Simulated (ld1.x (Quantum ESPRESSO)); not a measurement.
# u(r) = r·R(r): atom against pseudo-atom (Mo (Z = 42))

Columns: radius, all-electron u(r) and pseudo u(r) of the 4s shell (level -96.38 eV) of molybdenum in the configuration [Ar] 3d10 4s2 4p6 4d3 5s0 5p0; LDA (PZ), scalar-relativistic, TM scheme, ld1.x (Quantum ESPRESSO) 7.5.

```csv
r (bohr),all-electron,pseudo
0.110,-0.3860,-0.1020
0.220,0.2827,-0.2090
0.330,0.6057,-0.3262
0.440,0.3249,-0.4576
0.550,-0.1670,-0.6040
0.660,-0.6110,-0.7592
0.770,-0.9137,-0.9063
0.880,-1.0707,-1.0194
0.990,-1.1118,-1.0735
1.100,-1.0737,-1.0582
1.210,-0.9883,-0.9852
1.320,-0.8793,-0.8792
1.430,-0.7632,-0.7632
1.540,-0.6500,-0.6500
1.650,-0.5455,-0.5455
1.760,-0.4524,-0.4524
1.870,-0.3716,-0.3716
1.980,-0.3029,-0.3029
2.090,-0.2451,-0.2451
2.200,-0.1972,-0.1972
2.310,-0.1579,-0.1579
2.420,-0.1259,-0.1259
2.530,-0.1000,-0.1000
2.640,-0.0792,-0.0792
2.750,-0.0624,-0.0624
2.860,-0.0491,-0.0491
```

Problem. How many radial nodes do the two functions have?

Solution. The all-electron 4s function has n − l − 1 = 3 (the table is too coarse to show those close to the nucleus); the pseudo-wave has 0, since the states of the same l below it are removed with the core.

Problem. At about which radius was the pseudo-wave matched?

Solution. 1.45 bohr. The columns agree to 0.0005 from 1.32 bohr on; several derivatives are matched, so the curves merge somewhat inside the radius.

Problem. Is the pseudo-wave norm-conserving?

Solution. Yes: the TM scheme keeps the norm inside the radius equal to the all-electron one, which fixes the energy derivative of the logarithmic derivative at the level.
